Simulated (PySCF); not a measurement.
# Kr²⁺: ionisation energy

Kr²⁺ [Ar] 3d10 4s2 4p4 (3P) → Kr³⁺ [Ar] 3d10 4s2 4p3 (4S), as a difference of total energies. All numbers are calculated (PySCF 2.14, scalar relativity by spin-free X2C-1e, in Sapporo-DKH3-DZP-2012 (6s5p3d1f, 43 functions)). Correlated levels: valence: [Ar] 3d10 frozen. The calculations carry no spin-orbit coupling.

```
           method  ionisation energy (eV)  difference from reference (eV)
              UHF                  34.433                          -1.405
            B3LYP                  35.850                          +0.012
             BP86                  35.852                          +0.014
    MP2 (valence)                  34.863                          -0.975
SCS-MP2 (valence)                  34.880                          -0.958
   CCSD (valence)                  34.886                          -0.952
CCSD(T) (valence)                  34.896                          -0.942
```

Reference: 35.838 ± 0.02 eV (measured; NIST Atomic Spectra Database, ionization energies).

The reference lies between the lowest fine-structure levels, while these numbers refer to the centres of the terms.

Errors of the correlated levels include the incompleteness of this basis and the frozen core.
